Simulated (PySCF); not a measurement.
Heteronuclear NMR

Mapped SMILES: `[CH3:1][N:2]([CH3:3])[CH2:4]/[P:5]=[P:6]/[N:7]([CH3:8])[CH3:9]`; H(Xn) means a hydrogen on atom n.

Level of theory: shielding tensors at PBE0/pcSseg-1 (GIAO), GFN2-xTB geometry, in PySCF (no solvent, non-relativistic, averaged over atoms made equivalent by symmetry, fast rotation or ring inversion, single conformer).

Problem. Where does ³¹P resonate?

Solution. 
| atoms | environment | σ (ppm) | δ (ppm) |
| --- | --- | --- | --- |
| P6 | phosphorus bonded to N, P | -227.4 | 458.4 |
| P5 | phosphorus bonded to C, P | -9.3 | 277.8 |

Shieldings were converted by a linear fit to measured shifts: ³¹P: δ = 270.09 − 0.828σ (rms 18.1 ppm, 64 shifts vs H3PO4, solution or neat liquid). A few per cent of atoms miss by over 2 rms, more outside the fitted compound classes.

On a 500 MHz spectrometer ³¹P resonates near 202.4 MHz, so 1 ppm is 202.4 Hz.

Problem. Where does ¹⁵N resonate?

Solution. 
```csv
atoms,environment,σ (ppm),δ (ppm)
N7,"nitrogen bonded to 2 C, P",138.9,-276.1
N2,amine nitrogen,226.9,-357.1
```

Shieldings were converted by a linear fit to measured shifts: ¹⁵N (scatter 6.3 ppm rms vs CH3NO2, solution or neat liquid). A few per cent of atoms miss by over 2 rms, more outside the fitted compound classes.

On a 600 MHz spectrometer ¹⁵N resonates near 60.8 MHz, so 1 ppm is 60.8 Hz.
